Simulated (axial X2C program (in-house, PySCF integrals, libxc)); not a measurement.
## Working with the constants of IBr⁺

A bond curve at the PBE0 level, two-component, was computed with an axial X2C code built on PySCF integrals (basis I dyall-cv3z [11s12p8d4f1g], Br dyall-cv3z [8s9p6d4f1g] (cores contracted in-house)) for the state Ω = 3/2 (⟨Sz⟩ = 0.50, ⟨Lz⟩ = 1.00 at PBE0). Its fit gives Re = 2.3855 Å, ωe = 312.3 cm⁻¹, ωexe = 0.715 cm⁻¹ and αe = 1.775e-04 cm⁻¹; the masses are 126.9045 and 78.9183 u. Two-component means X2C with spin–orbit coupling and atomic mean-field Coulomb and Gaunt terms.

Find the reduced mass, Be and the force constant.

From the PBE0 values: μ = 48.6588 u. Be = 16.8576/(μ Re²) = 0.06088 cm⁻¹. k = 5.8918×10⁻⁷ μ ωe² = 2.8 mdyn/Å.

Estimate the centrifugal constant by the Kratzer relation.

D = 4Be³/ωe² = 9.25e-09 cm⁻¹.

A Morse curve ties αe to the other constants (Pekeris). How well does that hold?

αe(Morse) = 6Be²/ωe × (√(ωexe/Be) − 1) = 1.728e-04 cm⁻¹; the PBE0 curve gives 1.775e-04 cm⁻¹, a ratio of 0.97.

Where do the fundamental and the first overtone lie?

ν(1←0) = ωe − 2ωexe = 310.9 cm⁻¹; ν(2←0) = 2ωe − 6ωexe = 620.3 cm⁻¹.

Estimate De from a Morse curve and compare with the computed well depth of 2.673 eV to I+ + Br.

De(Morse) = ωe²/(4ωexe) = 4.228 eV against 2.673 eV computed, a ratio of 1.58. The extrapolation overshoots: the well softens faster than a Morse curve, or the lowest atomic limit lies below the one to which the curve heads.

The state is one determinant whose occupation by symmetry is held fixed; it was picked as the lowest of a PBE0 search that is not exhaustive. De is counted from the lowest determinant-based energies of the atoms at the same level, without counterpoise correction. Density functionals use the spin component along the axis (collinear). Without a current term, density functionals place determinants with orbital angular momentum somewhat too high.
